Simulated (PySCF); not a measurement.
Two species compared at the same levels of theory.

First species: C5H14NPSi2.
SMILES: `C[Si@@H](CC#N)CC[SiH2]P`

Second species: C4H5FO.
Numbering: `[CH3:1]/[CH:2]=[C:3](\[F:4])[CH:5]=[O:6]` (hydrogens: H7, H8, H9 on C1; H10 on C2; H11 on C5)

Geometry (GFN2-xTB, Å), atoms numbered from 1 in this order:
```xyz
11
C4H5FO angstrom
C     -1.7594    0.1190   -0.1026
C     -0.3103    0.3821   -0.2551
C      0.6735   -0.3697    0.2469
F      0.4010   -1.4838    0.9682
C      2.1009   -0.0946    0.0873
O      2.5530    0.8436   -0.5179
H     -2.2399    0.9689    0.3811
H     -1.9363   -0.7781    0.4845
H     -2.2180    0.0042   -1.0842
H     -0.0050    1.2533   -0.8173
H      2.7460   -0.8424    0.5831
```

Levels: PBE0/pcSseg-1 for HOMO energy, LUMO energy and HOMO–LUMO gap. Geometries: GFN2-xTB. All species are isolated and taken at one optimised geometry, non-relativistic unless stated. Electronic properties by PySCF.

The conformers computed, where there is a choice (atom-mapped SMILES and torsion angles):
- `[CH3:1]/[CH:2]=[C:3](\[F:4])[CH:5]=[O:6]`: C2–C3–C5–O6 0°

The conformers of `C[Si@@H](CC#N)CC[SiH2]P` aren't listed.

Values for the first species:

| Property | Result |
| --- | --- |
| HOMO energy | -7.49 eV |
| LUMO energy | 0.36 eV |
| HOMO–LUMO gap | 7.85 eV |

Estimate the same properties for the second species, and the change in each.

```
     property     first    second  second less first
  HOMO energy  -7.49 eV  -7.78 eV           -0.29 eV
  LUMO energy   0.36 eV  -2.01 eV           -2.37 eV
HOMO–LUMO gap   7.85 eV   5.77 eV           -2.08 eV
```

